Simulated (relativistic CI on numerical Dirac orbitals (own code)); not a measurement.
## d1 to d9 in one tetrahedral field

Computed with a parametric ligand-field model without spin-orbit coupling, by exact diagonalisation: B = 870, C = 3660, 10Dq = -4600 cm⁻¹ (Td; |10Dq|/B = 5.3) for every shell. Energies in cm⁻¹; the field energy is (0.6 n_e − 0.4 n_t2) × 10Dq of the ground term; g labels are left out.

```csv
Shell,Ground term,Electrons in e,Field energy,First spin-allowed bands,Lowest term of other spin
d1,2E,1.000,-2760,2T2 4600,
d2,3A2,2.000,-5520,"3T2 4600, 3T1 7961",1E 13447
d3,4T1,1.883,-3141,"4T2 3891, 4A2 8491",2E 12423
d4,?,?,?,?,?
d5,6A1,2.000,0,none,4T1 24457
d6,5E,3.000,-2760,5T2 4600,3T1 15842
d7,4A2,4.000,-5520,"4T2 4600, 4T1 7961",2E 16370
d8,3T1,3.883,-3141,"3T2 3891, 3A2 8491",1T2 12762
d9,2T2,4.000,-1840,2E 4600,
```

**Question.** Fill in the row of d4.

**Answer.** Ground term: 5T2; Electrons in e: 2.000; Field energy: -1840; First spin-allowed bands: 5E 4600; Lowest term of other spin: 3T1 15369. Every shell keeps the spin of the free ion. Tetrahedral fields of 3d complexes are almost always too weak to pair spins. High-spin d^(n+5) repeats the spin-allowed bands of d^n, since the half-filled shell is spherical.
